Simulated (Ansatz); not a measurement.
Reaction (ligand exchange at the Si–C bond): `NC([SiH3])[SiH2]Cl` + `OC[SiH2]O` → `OC[SiH2]O[SiH3]` + `NC[SiH2]Cl`

Calculated with Ansatz (gas phase, PBE0-D4/def2-TZVP geometries, no zero-point term in ΔE). CBS: MP2 limit from def2 TZ/QZ plus the TZ coupled-cluster correction, frozen cores. DFT in def2-TZVPP. B3LYP here is the variant with VWN-RPA as its local correlation; programs differ in this. Each species was taken in one conformer, which may not be the lowest.

Question: Is it downhill or uphill in electronic energy at CCSD(T)/CBS, and by how much? (Best estimate.)

Answer: Ansatz gave: Downhill: ΔE = -117.0 kJ/mol.

Question: What do these levels give: B3LYP-D4, ωB97X-V, B2PLYP, HF/def2-TZVPP, MP2/def2-QZVPP, CCSD/CBS(def2)? (Best estimate.)

Answer: Ansatz gave: B3LYP-D4 -118.8, ωB97X-V -117.4, B2PLYP -122.7, HF/def2-TZVPP -151.8, MP2/def2-QZVPP -118.5, CCSD/CBS(def2) -122.9 kJ/mol.

Largest T1 diagnostic among the species: 0.011.

In def2-TZVPP, CCSD(T) changes the Hartree–Fock value by +34.6 kJ/mol (the triples alone add +5.8 kJ/mol) and MP2 by +34.0 kJ/mol. From PBE to PBE0 (25 % exact exchange), in def2-TZVPP and without D4, ΔE moves by −9.7 kJ/mol.
